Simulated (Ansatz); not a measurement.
The cluster Co₂Si₅ was relaxed with PBE-D4 (def2-SVP) in Ansatz in these states: neutral quintet, neutral singlet, neutral triplet. The geometries follow in no particular order.

A:

```xyz
7

Co    0.253   -0.405    1.344
Co    0.699   -0.823   -0.932
Si   -1.030    0.387   -1.620
Si   -1.522    0.849    0.893
Si    2.219   -0.027    0.440
Si    0.571    1.511   -0.166
Si   -1.189   -1.493    0.041
```

B:

```xyz
7

Co    0.308   -0.572   -1.348
Co   -1.108    1.006    0.005
Si   -0.436   -0.040    1.964
Si    1.002   -1.642    0.590
Si    0.365    1.687   -1.587
Si    1.259    0.787    0.400
Si   -1.389   -1.225   -0.025
```

C:

```xyz
7

Co    0.570    0.112    1.338
Co   -0.927    1.116   -0.146
Si   -0.171    0.059   -1.995
Si    1.628   -1.149   -0.212
Si   -1.626   -0.046    1.609
Si   -0.799   -1.383   -0.130
Si    1.326    1.291   -0.463
```

**Question.** Judge from the bond lengths which geometry belongs to which state (an estimate).

**Answer.** A is the neutral singlet (Si3–Si4 2.601 Å, Co1–Co2 2.356 Å, Co2–Si3 2.220 Å); B is the neutral quintet (Si3–Si4 2.554 Å, Co1–Co2 2.515 Å, Co2–Si3 2.321 Å); C is the neutral triplet (Si3–Si4 2.806 Å, Co1–Co2 2.335 Å, Co2–Si3 2.260 Å).

The restricted singlet is unstable towards broken spin symmetry in Hartree–Fock (as tested in another run); at PBE-D4/def2-SVP this wasn't settled. At PBE-D4/def2-SVP the charge 0 triplet is spin-contaminated (final ⟨S²⟩ up to 2.15, 2.00 for a pure state). At PBE0-D4/def2-TZVP a quintet lies 1.19 eV below the neutral singlet. At PBE0-D4/def2-TZVP a quintet lies 0.12 eV below the neutral triplet. These are the stationary points nearest to one start from a short search; other shapes may lie lower in each state.
